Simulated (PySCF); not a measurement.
Estimate the missing entries of this data sheet.

C4H8FNSi2.
Geometry (PBE0-D3(BJ)/def2-SVP, Å), atoms numbered from 1 in this order:
```xyz
16
C4H8FNSi2 angstrom
C      2.3912   -1.9210    1.0002
C      1.5280   -1.0638    0.9448
Si     0.2127    0.2231    0.8731
C     -1.4413   -0.5054    0.3287
C     -1.4651   -0.4833   -1.1933
F     -2.7490   -0.6501   -1.6872
Si    -0.6666    1.1618   -1.7626
N      0.4527    1.3455   -0.4350
H      3.1554   -2.6770    1.0445
H      0.1690    0.8700    2.2154
H     -1.6369   -1.5086    0.7393
H     -2.2316    0.1676    0.7062
H     -0.8512   -1.3200   -1.5776
H      0.0168    1.0548   -3.0877
H     -1.6865    2.2524   -1.8551
H      1.2242    2.0035   -0.4500
```

```csv
property,level,value
point group,PBE0-D3(BJ)/def2-SVP,?
"rotational constants A, B, C",PBE0-D3(BJ)/def2-SVP,"2.303, 0.958, 0.817 GHz"
dipole moment,wB97X-D/def2-SVPD,2.36 D
HOMO energy,wB97X-D/def2-SVPD,?
LUMO energy,wB97X-D/def2-SVPD,?
lowest singlet excitation,TDDFT wB97X-D/def2-SVPD,"5.94 eV (209 nm, f = 0.000)"
strongest line among the 6 lowest singlet transitions,TDDFT wB97X-D/def2-SVPD,?
static isotropic polarisability,wB97X-D/def2-SVPD,100.6 au
electronic spatial extent ⟨r²⟩ about the centre of nuclear charge,wB97X-D/def2-SVPD,?
```

Electronic properties: PySCF, gas phase, density fitting.

Problem. What is the LUMO energy?

Solution. 1.19 eV.

Problem. What is the point group?

Solution. C1.

Problem. What is the strongest line among the 6 lowest singlet transitions?

Solution. S6 at 7.33 eV (169 nm, f = 0.020).

Problem. What is the HOMO energy?

Solution. -9.54 eV.

Problem. The electronic spatial extent ⟨r²⟩ about the centre of nuclear charge?

Solution. 1462 bohr².

The polarisability is 14.91 Å³ as a volume (1 au = 0.148185 Å³), or 1.32 au for each of the 76 electrons. The largest Löwdin shares of the HOMO are 0.48 on N8, 0.13 on Si7, 0.08 on H15 and 0.06 on C2. No computed singlet falls in the visible range (750 to 380 nm, 1.65 to 3.26 eV); S1 lies 2.68 eV above its blue end. In wavenumbers S1 is 47900 cm⁻¹ (1 eV = 8065.54 cm⁻¹). The principal polarisabilities are 88.8, 91.6 and 121.4 au; their mean is the isotropic value.

One conformer stands for the species.
